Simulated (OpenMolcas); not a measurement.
Tb III: CASPT2 settings compared

```
Program             : OpenMolcas
Basis               : ANO-RCC-VQZP [9s8p6d4f3g2h]
Scalar Hamiltonian  : DKH2, point nucleus
Active space        : 9 electrons in 7 orbitals (4f)
State averaging     : 2S+1 = 6 odd, 21 roots (18 in the spin-orbit step); 2S+1 = 4 odd, 224 roots (48 in the spin-orbit step)
Spin-orbit coupling : RASSI with atomic mean-field integrals over the reference wave functions, term energies averaged over their components
```

Methods on the same reference wave functions:
A. CASSCF
B. SS-CASPT2, IPEA 0.4 Eh, imaginary shift 0.4 Eh (closed shells correlated: none)
C. SS-CASPT2, IPEA 0.5 Eh, imaginary shift 0.1 Eh (closed shells correlated: 4d 5s 5p)
D. XMS-CASPT2, IPEA 0.6 Eh, sigma2 regulariser 0.05 Eh (closed shells correlated: 4d 5s 5p)

Energies in cm⁻¹ above 4f⁹ ⁶H°_15/2, the measured ground level; measured values from Martin, Zalubas and Hagan, Atomic Energy Levels: The Rare-Earth Elements, NSRDS-NBS 60 (1978).

```json
{"Level": "4f⁹ ⁶H°_15/2", "A": "0.0", "B": "0.0", "C": "0.0", "D": "0.0", "Measured": "0.0"}
{"Level": "4f⁹ ⁶H°_13/2", "A": "2962", "B": "3000", "C": "3020", "D": "2970", "Measured": "2805"}
{"Level": "4f⁹ ⁶H°_11/2", "A": "5191", "B": "5220", "C": "5240", "D": "5190", "Measured": "4735"}
{"Level": "4f⁹ ⁶H°_9/2", "A": "6850", "B": "6850", "C": "6850", "D": "6830", "Measured": "6258"}
{"Level": "4f⁹ ⁶H°_7/2", "A": "8091", "B": "8060", "C": "8060", "D": "8060", "Measured": "7422"}
{"Level": "4f⁹ ⁶H°_5/2", "A": "8997", "B": "8950", "C": "8950", "D": "8960", "Measured": "8286"}
{"Level": "4f⁹ ⁶F°_11/2", "A": "9480", "B": "8240", "C": "7530", "D": "8340", "Measured": "6470"}
{"Level": "4f⁹ ⁶F°_9/2", "A": "10384", "B": "9040", "C": "8350", "D": "9240", "Measured": "7622"}
{"Level": "4f⁹ ⁶F°_7/2", "A": "11948", "B": "10630", "C": "9940", "D": "10800", "Measured": ""}
{"Level": "4f⁹ ⁶F°_5/2", "A": "13418", "B": "12130", "C": "11430", "D": "12270", "Measured": "10220"}
{"Level": "4f⁹ ⁶F°_3/2", "A": "14559", "B": "13300", "C": "12600", "D": "13410", "Measured": ""}
{"Level": "4f⁹ ⁶F°_1/2", "A": "15273", "B": "14030", "C": "13330", "D": "14130", "Measured": ""}
```

Deviations, from unrounded energies. A percentage is the sum of absolute deviations over the sum of measured energies, with the sign that they share, or ± where signs differ.

```csv
Against measurement,Levels,A,B,C,D
mean absolute deviation (cm-1),8,1400,960,700,1000
fine structure of the ground term (%),5,+8.8,+8.7,+8.8,+8.5
other terms of the ground configuration (%),3,+36.9,+21.0,+12.4,+22.8
```

C lies closest to measurement on these levels and A furthest from it. The largest miss of C in the table is 4f⁹ ⁶F°_5/2, by +1200 cm-1. The ranking rests on the paired levels alone, and a cruder setting can come out closer through cancelling errors.

Among B to D the level of the table that moves most is 4f⁹ ⁶F°_9/2, by 880 cm-1 (lowest in C, highest in D). Moves below CASPT2's spread within the term are not significant.

The mean deviations of B to D differ by less than CASPT2's widest spread within a term (2800 cm-1), so their order carries little weight.

The lowest spin-free term lies below A's lowest term by 0.326 hartree in B, 1.431 hartree in C, 1.435 hartree in D.

CASPT2 does not keep the components of a term degenerate, so their means are used; among the terms shown or strongly mixed into the levels shown the widest spread is 2800 cm-1 (4f⁹ ⁶F°, D). High states are left out of the spin-orbit mixing, which shifts the levels that they would mix with. Without dynamic correlation excited terms often stand tens of per cent too high (terms of higher spin than the ground term too low), and those without a measured partner can miss by more than the paired ones (holds for A). Some terms miss by over 15 % even with CASPT2, which points to a basis or an active space too small for the shells correlated (holds for B; C; D). Measured partners are found by configuration, term and J. A level has none where our copy of the source lacks it or the pairing is in doubt (some pairs that miss far off the trend of their configuration count as doubtful), and it then counts in no deviation. Levels of configurations outside the active space are missing. Levels that lie high or do not pair safely by name in every column are left out.

° marks odd parity.
